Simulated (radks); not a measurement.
Results of a calculation; reference values are marked as such.
The chromium ion Cr2+, 22 electrons, occupied as [Ar] 3d3.5 4s0.5 (fractional occupations, a model configuration).

Level of theory: Dirac Kohn-Sham, PBE, spin-unpolarised, spherical densities, point nucleus; open shells fill j = l - 1/2 first (a radial shooting solver on a logarithmic mesh with Libxc functionals).

Energy parts (hartree):
| part | energy |
|---|---|
| total | -1049.61508 |
| kinetic | 1062.02221 |
| electron-nucleus | -2487.32212 |
| Hartree | 423.65059 |
| exchange-correlation | -47.96576 |

Orbitals (lengths in bohr, moments of r in powers of bohr; <r^-3> diverges for s and p1/2; r(max) is where P^2 peaks):
[
 {"orbital": "1s1/2", "occ.": "2", "eigenvalue (hartree)": "-216.9824", "r(max)": "0.04160", "<r^4>": "0.00007592", "<r^-3>": "-", "small-component weight": "7.42e-03"},
 {"orbital": "2s1/2", "occ.": "2", "eigenvalue (hartree)": "-25.43584", "r(max)": "0.2435", "<r^4>": "0.01806", "<r^-3>": "-", "small-component weight": "1.33e-03"},
 {"orbital": "2p1/2", "occ.": "2", "eigenvalue (hartree)": "-21.73423", "r(max)": "0.1962", "<r^4>": "0.01380", "<r^-3>": "-", "small-component weight": "1.31e-03"},
 {"orbital": "2p3/2", "occ.": "4", "eigenvalue (hartree)": "-21.41657", "r(max)": "0.1985", "<r^4>": "0.01432", "<r^-3>": "354.3", "small-component weight": "1.29e-03"},
 {"orbital": "3s1/2", "occ.": "2", "eigenvalue (hartree)": "-3.61242", "r(max)": "0.7747", "<r^4>": "1.368", "<r^-3>": "-", "small-component weight": "2.85e-04"},
 {"orbital": "3p1/2", "occ.": "2", "eigenvalue (hartree)": "-2.57992", "r(max)": "0.7897", "<r^4>": "1.903", "<r^-3>": "-", "small-component weight": "2.50e-04"},
 {"orbital": "3p3/2", "occ.": "4", "eigenvalue (hartree)": "-2.54142", "r(max)": "0.7964", "<r^4>": "1.971", "<r^-3>": "43.23", "small-component weight": "2.46e-04"},
 {"orbital": "3d3/2", "occ.": "3.5", "eigenvalue (hartree)": "-0.94013", "r(max)": "0.8073", "<r^4>": "7.414", "<r^-3>": "3.663", "small-component weight": "1.57e-04"},
 {"orbital": "3d5/2", "occ.": "0", "eigenvalue (hartree)": "-0.93643", "r(max)": "0.8095", "<r^4>": "7.506", "<r^-3>": "3.612", "small-component weight": "1.56e-04"},
 {"orbital": "4s1/2", "occ.": "0.5", "eigenvalue (hartree)": "-0.72282", "r(max)": "2.319", "<r^4>": "94.94", "<r^-3>": "-", "small-component weight": "4.38e-05"}
]

The highest occupied level is 4s1/2 at -19.669 eV. The configuration is held as typed, so some empty levels lie below it. The density falls to 0.001 e/bohr^3 at r = 3.49 bohr. Summed over all electrons, <r^2> = 19.07 bohr^2, which gives a Langevin (diamagnetic) susceptibility term of -15.1 x 10^-6 cm^3/mol.
